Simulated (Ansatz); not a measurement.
Task: Name a neutral molecule of N, O, S, Si and H with HOMO energy (ωB97M-V/def2-TZVPP) between -9.60 and -9.30 eV and HOMO–LUMO gap (ωB97M-V/def2-TZVPP) between 11.25 and 11.55 eV (Ansatz, PBE0-D4/def2-TZVP geometry).

Result: `N[SiH2]S[SiH](N)O` (-9.54 eV, 11.29 eV). Other molecules can fit too; these were computed, each in one conformer that needn't be the lowest.
